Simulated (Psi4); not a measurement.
Calculation: SAPT0/jun-cc-pVDZ, frozen core (Psi4).

Psi4 input:

```
molecule {
0 1
C -0.56614372 -0.19266552 0.02108409
C 0.56615868 0.19262192 -0.02113285
H -1.57155286 -0.53467272 0.05862845
H 1.57153790 0.53471632 -0.05857969
--
0 1
B 3.50864116 1.13101622 -0.25393268
H 3.84706533 -0.00132480 -0.38703368
H 3.22113179 1.78168006 -1.20703984
H 3.45778264 1.61271149 0.83226368
units angstrom
symmetry c1
no_reorient
no_com
}
set basis jun-cc-pvdz
set scf_type df
set freeze_core true
energy('sapt0')
```

Part of the output:

```
    SAPT Results
  --------------------------------------------------------------------------------------------------------
    Electrostatics                  5.97513036 [mEh]       3.74945091 [kcal/mol]      15.68770261 [kJ/mol]
      Elst10,r                      5.97513036 [mEh]       3.74945091 [kcal/mol]      15.68770261 [kJ/mol]

    Exchange                        6.43493928 [mEh]       4.03798536 [kcal/mol]      16.89493076 [kJ/mol]
      Exch10                        6.43493928 [mEh]       4.03798536 [kcal/mol]      16.89493076 [kJ/mol]
      Exch10(S^2)                   6.40201111 [mEh]       4.01732262 [kcal/mol]      16.80847784 [kJ/mol]

    Induction                      -2.66864361 [mEh]      -1.67459915 [kcal/mol]      -7.00652283 [kJ/mol]
      Ind20,r                      -2.90540579 [mEh]      -1.82316966 [kcal/mol]      -7.62814186 [kJ/mol]
      Exch-Ind20,r                  1.26078179 [mEh]       0.79115252 [kcal/mol]       3.31018213 [kJ/mol]
      delta HF,r (2)               -1.02401961 [mEh]      -0.64258200 [kcal/mol]      -2.68856311 [kJ/mol]

    Dispersion                     -3.03810298 [mEh]      -1.90643840 [kcal/mol]      -7.97653826 [kJ/mol]
      Disp20                       -3.27350711 [mEh]      -2.05415673 [kcal/mol]      -8.59459174 [kJ/mol]
      Exch-Disp20                   0.23540414 [mEh]       0.14771833 [kcal/mol]       0.61805348 [kJ/mol]
      Disp20 (SS)                  -1.63675356 [mEh]      -1.02707836 [kcal/mol]      -4.29729587 [kJ/mol]
      Disp20 (OS)                  -1.63675356 [mEh]      -1.02707836 [kcal/mol]      -4.29729587 [kJ/mol]
      Exch-Disp20 (SS)              0.11385657 [mEh]       0.07144608 [kcal/mol]       0.29893039 [kJ/mol]
      Exch-Disp20 (OS)              0.12154756 [mEh]       0.07627225 [kcal/mol]       0.31912308 [kJ/mol]

  Total HF                          9.74142603 [mEh]       6.11283712 [kcal/mol]      25.57611053 [kJ/mol]
  Total SAPT0                       6.70332306 [mEh]       4.20639873 [kcal/mol]      17.59957227 [kJ/mol]
```
